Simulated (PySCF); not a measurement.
C4H12O4Ti, triplet, at a GFN2-xTB geometry (such geometries of metal compounds can be far from the true shape) (the multiplicity is a formal guess); PySCF with MN15/STO-3G.

The PySCF input:
```python
from pyscf import gto, scf, dft

mol = gto.M(
    atom='''
Ti    0.20428409    0.01719143    0.18943717
O    -1.57175937    0.20905870    0.43486864
C    -1.71222896    0.89942815    1.63310933
H    -0.90505706    1.65838599    1.73697637
H    -2.68926980    1.40893968    1.65796989
H    -1.64383368    0.20814387    2.49136806
O     0.91106053   -0.81005718   -1.30941650
C     0.09971377   -0.83738829   -2.42374965
H     0.29934767    0.04691736   -3.05934113
H     0.32335633   -1.72874078   -3.03387543
H    -0.97718831   -0.83599539   -2.14945761
O     0.70581010   -1.19491738    1.45638054
C     0.46012773   -2.44463085    0.95879222
H     0.83287232   -2.48166689   -0.09879669
H     1.01062645   -3.20725035    1.53532784
H    -0.62041800   -2.68550771    0.94558554
O     0.77138312    1.73121427    0.00232228
C     0.09178883    2.38925700   -1.00172632
H    -0.96831077    2.05667919   -1.04842929
H     0.12466019    3.47818711   -0.82992120
H     0.55060104    2.18131338   -1.98681744
''',
    basis='sto-3g',
    spin=2,
    verbose=3,
)

mf = dft.UKS(mol)
mf.xc = 'mn15'
mf.grids.prune = dft.gen_grid.sg1_prune
mf.kernel()
mf.analyze()
```

The log (banner, timings and long lists left out):

```
Traceback (most recent call last):
  File "input.py", line 35, in <module>
  File "<string>", line 2, in kernel
  File "site-packages/pyscf/scf/hf.py", line 2099, in scf
  File "site-packages/pyscf/scf/hf.py", line 132, in kernel
  File "site-packages/pyscf/dft/uks.py", line 42, in get_veff
  File "site-packages/pyscf/dft/uks.py", line 192, in initialize_grids
  File "site-packages/pyscf/dft/rks.py", line 506, in initialize_grids
  File "site-packages/pyscf/dft/gen_grid.py", line 653, in build
  File "<string>", line 6, in gen_atomic_grids
  File "site-packages/pyscf/dft/gen_grid.py", line 318, in gen_atomic_grids
  File "site-packages/pyscf/dft/gen_grid.py", line 81, in sg1_prune
IndexError: index 22 is out of bounds for axis 0 with size 19
```

The program stopped with an error.
